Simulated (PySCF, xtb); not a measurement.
difluoromethyl(fluoro)silane (CH₃F₃Si), SMILES F[SiH2]C(F)F.

GFN2-xTB (xtb) at its own geometry gives an orbital gap of 5.43 eV and a dipole moment of 4.03 D.

Coordinates come from a PBE-D3(BJ)/def2-SVP optimisation. The values are those of a single conformer.

Q: What does HF/def2-TZVP run with PySCF give? (The exact figures need the calculation; the answer reports its results.)

A: gap 15.51 eV (levels -12.88 and 2.63 eV), dipole 3.29 D.
